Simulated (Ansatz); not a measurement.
Geometry optimisation, DFT PBE, scalar-relativistic, plane waves, PAW in Ansatz 0.2.0.

Input file:

```yaml
crystal:
  lattice:
    - [-2.29, -3.966396, 0.0]
    - [3.435, -1.983198, 0.0]
    - [0.0, 0.0, 7.17686]
  atoms:
    - { symbol: Be, position: [0.75, 0.5, 0.0] }
    - { symbol: Be, position: [0.5, 0.3333333, 0.25] }
    - { symbol: Be, position: [0.75, 0.5, 0.5] }
    - { symbol: Be, position: [0.5, 0.3333333, 0.75] }
    - { symbol: Be, position: [0.5, 0.0, 0.0] }
    - { symbol: Be, position: [0.25, 0.8333333, 0.25] }
    - { symbol: Be, position: [0.5, 0.0, 0.5] }
    - { symbol: Be, position: [0.25, 0.8333333, 0.75] }
    - { symbol: Be, position: [0.25, 0.5, 0.0] }
    - { symbol: Be, position: [0.0, 0.3333333, 0.25] }
    - { symbol: Be, position: [0.25, 0.5, 0.5] }
    - { symbol: Be, position: [0.0, 0.3333333, 0.75] }
    - { symbol: Be, position: [0.0, 0.0, 0.0] }
    - { symbol: Be, position: [0.75, 0.8333333, 0.25] }
    - { symbol: Be, position: [0.0, 0.0, 0.5] }
    - { symbol: Be, position: [0.75, 0.8333333, 0.75] }
    - { symbol: Li, position: [0.252025, 0.1614798, 0.61811] }
basis:
  ecutwfc: 420.0
kpoints:
  mp_grid: { grid: [5, 5, 3] }
hamiltonian:
  xc: pbe
scf:
  occupations: { method: gaussian, width: 0.15 }
  lower_state_search: "off"
relax:
  f_tol: 0.03
  max_steps: 60
  adjacent_minimum: "off"
output:
  write_density: true
  write_potential: true
  elf: true
  volumetric_format: npy
```

Command:

```bash
$ ansatz run input.yaml --threads 1 --pin off --max-ram 3072MiB --backend cpu --events-out ev --progress --plain --runs-dir out
```

Question: Where does it end, and by what steps?

Answer: The run converged. The force dipped under the threshold on the way, but the program's further checks kept it going. Limits of this set-up: coarse k mesh. After 14 steps the energy has fallen by 4.612 eV; Be7 moved furthest, 1.13 Å.

| step | energy less start (eV) | largest force component (eV/Å) | accepted |
| --- | --- | --- | --- |
| 0 | 0.0000 | 4.246 | yes |
| 1 | -1.9805 | 2.638 | yes |
| 2 | -3.6372 | 0.549 | yes |
| 3 | -3.7038 | 0.699 | yes |
| 4 | -3.9081 | 0.486 | yes |
| 5 | -3.9714 | 0.246 | yes |
| 6 | -4.0566 | 0.504 | yes |
| 7 | -4.2250 | 0.563 | yes |
| 8 | -4.3378 | 1.018 | yes |
| 9 | -4.5247 | 0.214 | yes |
| 10 | -4.5922 | 0.149 | yes |
| 11 | -4.6088 | 0.071 | yes |
| 12 | -4.6097 | 0.065 | yes |
| 13 | -4.6121 | 0.005 | yes |
| 14 | -4.6121 | 0.005 | yes |

```xyz
17
Lattice="-2.2900 -3.9664 0.0000 3.4350 -1.9832 0.0000 0.0000 0.0000 7.1769" Properties=species:S:1:pos:R:3
Be 0.153 -4.016 0.050
Be 0.249 -2.756 1.818
Be -0.611 -3.731 3.637
Be 0.247 -2.755 5.458
Be -0.953 -2.005 0.050
Be 2.378 -2.641 1.813
Be -2.234 -1.671 3.640
Be 2.378 -2.641 5.463
Be 1.290 -2.007 0.050
Be 1.180 -0.717 1.810
Be 1.462 -1.773 3.638
Be 1.180 -0.715 5.466
Be 0.123 -0.014 0.050
Be 1.408 -4.699 1.823
Be -0.120 0.241 3.639
Be 1.407 -4.699 5.456
Li -0.401 -1.741 3.637
```

Run time: 2.2 min on 1 thread of Intel(R) Xeon(R) Platinum 8488C (Sapphire Rapids), with other jobs on the host, peak memory 0.5 GiB.
